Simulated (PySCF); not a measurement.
Structure from NMR data

The spectra below were simulated for a compound C$_{5}$H$_{10}$F$_{3}$NSi.

1H NMR (400 MHz, computed): δ 6.35 (m, 1H), 4.72 (s, 3H), 4.06 (m, 1H), 3.91 (m, 1H), 3.86 (m, 1H), 1.40 (d, 3H).

13C{1H} NMR (computed): δ 148.1, 135.1, 84.8, 55.4, 12.4.

PySCF 2.14 calculation with coordinates at the GFN2-xTB level and PBE0/pcSseg-1 with gauge-including orbitals; isolated molecule, averaged over atoms made equivalent by symmetry, fast rotation or ring inversion, single conformer, no relativistic terms.

Referencing at the same level of theory: TMS for 1H, 13C.

Task: Propose a structure and justify it.

Result: 
Rings plus π bonds: 1 (no ring in the answer). 5 carbon signals for 5 carbons: no two carbons are equivalent. Carbon types of the structure: 1 × C, 2 × CH, 1 × CH2, 1 × CH3, leaving 3 H on heteroatoms. δC 148.1: alkene carbon bearing nitrogen; an sp2 carbon further deshielded by the attached heteroatom. δC 135.1: CF3 carbon; 3 electronegative neighbours deshield it. δC 84.8: β carbon of an enol-ether or enamine type C=C; the O or N lone pair pushes π density onto this β carbon and shields it. δC 12.4: methyl carbon; a saturated carbon with 1 carbon neighbour and no heteroatom attached. δH 6.35: hydrogen on an alkene carbon bearing nitrogen; olefinic region. δH 4.06, 3.91: hydrogen on a β carbon of an enol-ether or enamine type C=C; lone-pair donation from O or N shields it, upfield of ordinary alkene protons. δH 3.86: hydrogen on an sp3 CH bonded to N; its carbon carries N, which withdraws density.

These data were computed for SMILES C=CN([SiH3])[C@H](C)C(F)(F)F.

The data come from this structure; uniqueness wasn't tested.

Splittings by 19F in the carbon and heteronuclear signals aren't shown, as no couplings were computed. Shifts are as computed. Against solution values, carbons near 30 ppm lie about +3 ppm off and those near 130 ppm about +5 ppm. Of 1211 compounds with measured shifts, 218 miss one by over three times the rms of a fit or turn the order of signals round; such compounds aren't used in these exercises. No couplings were computed; multiplicities are counted from neighbouring protons, with m where these are inequivalent, close in shift, in a saturated or five-membered ring or joined by F or P, and br s for small geminal =CH2 splittings.
